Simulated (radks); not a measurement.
Values are calculated unless marked as measured or tabulated.
Task: Coherent X-ray form factor from a spherical all-electron density. Code: a radial shooting solver on a logarithmic mesh with Libxc functionals. Model: non-relativistic Kohn-Sham, TPSS, spin-polarised, spherical densities, point nucleus; meta-GGA in the generalised Kohn-Sham scheme.

| sin(theta)/lambda (1/angstrom) | f0 (electrons) |
|---|---|
| 0.05 | 22.921 |
| 0.1 | 22.687 |
| 0.15 | 22.304 |
| 0.2 | 21.786 |
| 0.25 | 21.146 |
| 0.3 | 20.404 |
| 0.4 | 18.694 |
| 0.5 | 16.823 |
| 0.6 | 14.945 |
| 0.8 | 11.609 |
| 1 | 9.164 |
| 1.25 | 7.280 |
| 1.5 | 6.213 |
| 2 | 4.906 |

The species is in the configuration that NIST lists as its ground one. Which atom or ion scatters so?

Result: The bromine ion Br12+, [Ar] 3d5. Extrapolating in s^2 from the first two rows gives f0(0) = 23.0, near the electron count 23; among species with that count, the fall with angle is slower the higher Z, and the table is that of Z = 35; from so few rows the species is fixed only to a neighbour or two.
